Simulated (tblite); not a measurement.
Species: C₅H₁₁BF₂Se.
Atom-mapped SMILES: `[CH3:1][Se:2][C@@H:3]([CH3:4])[C@@H:5]([CH3:6])[B:7]([F:8])[F:9]` (hydrogens: H10, H11, H12 on C1; H13 on C3; H14, H15, H16 on C4; H17 on C5; H18, H19, H20 on C6)

Computed with GFN2-xTB (tblite), gas phase: L-BFGS steps from a force-field or distance-geometry start until the largest atomic force falls under 0.01 eV/Å.

At the end of the run (lengths in Å): B7–F9 1.316, B7–F8 1.318, Se2–C3 2.004, C5–B7 1.592, C4–H15 1.088, C6–H20 1.089, C3–C5 1.534, F8–B7–F9 113.7°, C5–B7–F8 122.6°, C1–Se2–C3 97.0°, Se2–C3–C4 109.3°, C1–Se2–C3–C4 87°, Se2–C3–C5–C6 64°, C3–C5–B7–F8 -54°, H13–C3–C5–C6 -51°, H18–C6–C5–C3 63°.

Task: These geometries were met on the way; a selection of coordinates is given. Order them by energy above the end point, lowest first.
A. B7–F9 1.380, B7–F8 1.374, Se2–C3 1.975, C5–B7 1.631, C4–H15 1.100, C6–H20 1.100, C3–C5 1.553, F8–B7–F9 121.5°, C5–B7–F8 119.6°, C1–Se2–C3 94.1°, Se2–C3–C4 107.7°, C1–Se2–C3–C4 90°, Se2–C3–C5–C6 60°, C3–C5–B7–F8 -60°, H13–C3–C5–C6 -59°, H18–C6–C5–C3 56°
B. B7–F9 1.447, B7–F8 1.437, Se2–C3 1.956, C5–B7 1.608, C4–H15 1.122, C6–H20 1.121, C3–C5 1.565, F8–B7–F9 120.0°, C5–B7–F8 120.5°, C1–Se2–C3 94.0°, Se2–C3–C4 108.5°, C1–Se2–C3–C4 90°, Se2–C3–C5–C6 60°, C3–C5–B7–F8 -60°, H13–C3–C5–C6 -60°, H18–C6–C5–C3 55°
C. B7–F9 1.283, B7–F8 1.288, Se2–C3 2.006, C5–B7 1.632, C4–H15 1.081, C6–H20 1.083, C3–C5 1.542, F8–B7–F9 121.1°, C5–B7–F8 119.5°, C1–Se2–C3 94.6°, Se2–C3–C4 107.1°, C1–Se2–C3–C4 89°, Se2–C3–C5–C6 58°, C3–C5–B7–F8 -62°, H13–C3–C5–C6 -58°, H18–C6–C5–C3 57°
D. B7–F9 1.318, B7–F8 1.318, Se2–C3 2.007, C5–B7 1.579, C4–H15 1.088, C6–H20 1.089, C3–C5 1.536, F8–B7–F9 114.5°, C5–B7–F8 122.8°, C1–Se2–C3 94.9°, Se2–C3–C4 107.3°, C1–Se2–C3–C4 89°, Se2–C3–C5–C6 58°, C3–C5–B7–F8 -62°, H13–C3–C5–C6 -57°, H18–C6–C5–C3 56°
E. B7–F9 1.321, B7–F8 1.319, Se2–C3 2.003, C5–B7 1.607, C4–H15 1.086, C6–H20 1.089, C3–C5 1.543, F8–B7–F9 118.9°, C5–B7–F8 120.7°, C1–Se2–C3 94.6°, Se2–C3–C4 107.2°, C1–Se2–C3–C4 89°, Se2–C3–C5–C6 58°, C3–C5–B7–F8 -62°, H13–C3–C5–C6 -58°, H18–C6–C5–C3 56°

Result: D (0.029 eV), E (0.062 eV), C (0.135 eV), A (0.296 eV), B (0.730 eV).

```tsv
step	E above end (eV)	rms distance from the end, all atoms (Å)	largest force (eV/Å)	rms shift of all bonds from the end (Å)
5	0.029	0.128	0.202	0.003
3	0.062	0.131	0.694	0.005
2	0.135	0.131	2.753	0.015
1	0.296	0.136	2.391	0.024
0	0.730	0.142	3.608	0.046
```

Rows stand in the order of the answer.
